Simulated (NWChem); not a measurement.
System: chlorotrifluoromethane (CClF₃); SMILES FC(F)(F)Cl

Input file for NWChem:

```
start job
memory heap 200 mb stack 900 mb global 1100 mb
geometry units angstroms noautoz
  F     -0.987347    -0.746844     0.809882
  C      0.000000     0.000000     0.356229
  F     -0.153113     1.228489     0.809882
  F      1.140460    -0.481645     0.809882
  Cl     0.000000     0.000000    -1.403427
end
basis spherical
  * library def2-tzvp
end
dft
  xc b3lyp
  iterations 150
  mulliken
end
task dft energy
```

The geometry was optimised at PBE0/def2-SVP.

Problem. Give the results of this calculation. (B3LYP/def2-TZVP.) Quantities: basis functions; energy (Ha); highest occupied level (eV); orbital gap (eV); dipole (D).

Solution. 
```
Item                           Value
---------------------------  -------
number of basis functions        161
energy (Ha)                  -798.01
highest occupied level (eV)    -9.74
orbital gap (eV)                9.47
dipole (D)                      0.34
```
